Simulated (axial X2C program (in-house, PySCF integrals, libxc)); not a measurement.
**LiPt⁺: from the spin-free to the two-component result**

All values were computed with an in-house relativistic program for diatomic molecules. Spin-free means the one-electron spin-free X2C Hamiltonian; two-component (2c) means X2C with spin–orbit coupling and atomic mean-field two-electron Coulomb and Gaunt terms, so the difference of the two also holds small scalar two-electron terms. Basis: Pt dyall-cv3z [13s14p9d6f4g], Li dyall-cv3z [7s8p2d] (cores contracted in-house); Gaussian nuclei, density fitting, unrestricted open shells. Masses: Pt 194.965 u, Li 7.016 u.

Spin-free state: M_S = 1, Λ = 2 (beyond evenly filled blocks: σα, δ+α, δ+β, δ-α); fragments Pt + Li+.

| level | Re (Å) | ωe (cm⁻¹) | De (eV) | μ (D) |
| --- | --- | --- | --- | --- |
| PBE0 | 2.526 | 318.0 | 0.844 | 7.99 |
| HF | 2.621 | 277.9 | 0.859 | 8.12 |
| CCSD | 2.554 | 315.5 | 0.875 | n/a |
| CCSD(T) | 2.553 | 317.8 | 0.878 | n/a |
| LDA | 2.481 | 327.4 | 0.893 | 7.86 |

Correlated methods: 10 electrons correlated (number of frozen shells: Pt 5 s, 4 p, 2 d, 1 f; Li 1 s), 264 virtual spin orbitals or spinors in MP2, 90 natural virtuals in coupled cluster.

Dipoles are positive if Li is the positive end and refer to the centre of mass.

Two-component determinant lowest at the distance of the search:

Ω = 3 (⟨Sz⟩ = 0.99, ⟨Lz⟩ = 2.01 at HF); fragments Pt + Li+.

```tsv
level	Re (Å)	ωe (cm⁻¹)	De (eV)	μ (D)
PBE0	2.531	321.0	1.029	7.96
HF	2.612	285.3	0.951	8.07
CCSD	2.553	324.0	0.962	n/a
CCSD(T)	2.554	326.0	0.964	n/a
LDA	2.489	329.3	1.003	7.85
```

**Question.** From the two tables, how do the constants change at the CCSD(T) level (2c against spin-free)?

**Answer.** At the CCSD(T) level Re is unchanged within 0.001 Å and ωe increases by 8.2 cm⁻¹; De changes by 0.086 eV.

Occupations by symmetry block were frozen at the best pattern of an incomplete PBE0 search. Dissociation energies refer to the lowest single-determinant-based atoms at the same level and basis. Density functionals use the spin component along the axis (collinear). CCSD and (T) use frozen natural virtuals with an MP2 correction for the truncation; (T) itself is uncorrected, so its De runs slightly low. PBE0 can misorder states that lie within some tenths of an eV, so this need not be the ground state of the molecule. The nearest other spin-free determinant of the search, M_S = 1, Λ = 1, lies 0.21 eV up at the distance of the search. The functionals have no current-density term, which raises determinants with orbital currents, atoms included. The atomic limit has a lower orbital projection than the molecule and lies lower at mean-field level, so De may be about a tenth of an eV too small. With several unpaired electrons one determinant need not be a pure state. At some level and bond length an empty orbital lies below a filled one.
